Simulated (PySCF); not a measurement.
This script is equivalent to a calculation on In (indium, neutral).

```python
from pyscf import gto, scf, dft, mp, cc
import basis_set_exchange as bse
mol = gto.M(atom="In 0 0 0", charge=0, spin=1, symmetry="D2h",
            basis=gto.basis.parse(bse.get_basis("x2c-SVPall", elements=["In"], fmt="nwchem", header=False)),
            nucmod="G")
mf = scf.UHF(mol).sfx2c1e()
mf.irrep_nelec = {'Ag': (9, 9), 'B1g': (2, 2), 'B2g': (2, 2), 'B3g': (2, 2), 'B1u': (3, 3), 'B2u': (4, 3), 'B3u': (3, 3)}
mf.kernel()
```

Problem. What total energy does it give?

Solution. -5877.61419 hartree (calculated).

Problem. Which occupied shell lies highest, and where?

Solution. 5p α, at -5.411 eV.

Problem. What is ⟨S²⟩, and what would a pure spin state give?

Solution. 0.760, against 0.75.
